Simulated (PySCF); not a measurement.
Isomers of C3H7FOSi. Computed, not measured: PySCF 2.14.0, density-fitted response routines, TDDFT wB97X-D/def2-SVPD, vertical, gas phase, core orbitals frozen in the response. Geometries: GFN2-xTB; one conformer of each isolated species. Triplets are in the Tamm–Dancoff approximation. 'Strongest' means the level of largest summed f among the lowest 8 singlets; it needn't be the same kind of state in each.

Task: Rank by computed lowest singlet excitation energy, lowest first.
A. `C1CC1O[SiH2]F`
B. `C(=C\CO[SiH3])/F`
C. `FC[C@H]1C[SiH2]O1`
D. `O[Si@@H]1CC[C@@H]1F`
E. `C[C@@H]1CO[Si@@H]1F`
F. `O=C[C@H]([SiH3])CF`

Result: F (4.41 eV), D (6.41 eV), C (6.59 eV), B (7.06 eV), E (7.25 eV), A (7.61 eV).

```csv
SMILES,S1 (eV),HOMO (eV),α (au),f (S1),f (strongest),gap (eV),S1 mainly
O=C[C@H]([SiH3])CF,4.41,-9.64,66.5,0.001,0.12,10.38,H→L (93%)
O[Si@@H]1CC[C@@H]1F,6.41,-9.50,62.2,0.001,0.06,11.17,H→L (82%)
FC[C@H]1C[SiH2]O1,6.59,-10.02,62.3,0.001,0.05,11.33,H→L (93%)
F/C=C/CO[SiH3],7.06,-9.22,66.9,0.000,0.35,10.97,H→L (58%)
C[C@@H]1CO[Si@@H]1F,7.25,-10.01,59.7,0.029,0.03,11.92,H→L (90%)
F[SiH2]OC1CC1,7.61,-9.71,60.8,0.012,0.02,11.93,H→L (84%)
```

H and L stand for HOMO and LUMO.

Mean S1 by what the SMILES shows (count): single bonds only 6.97 eV (4); a double or triple bond but no aromatic ring 5.73 eV (2).
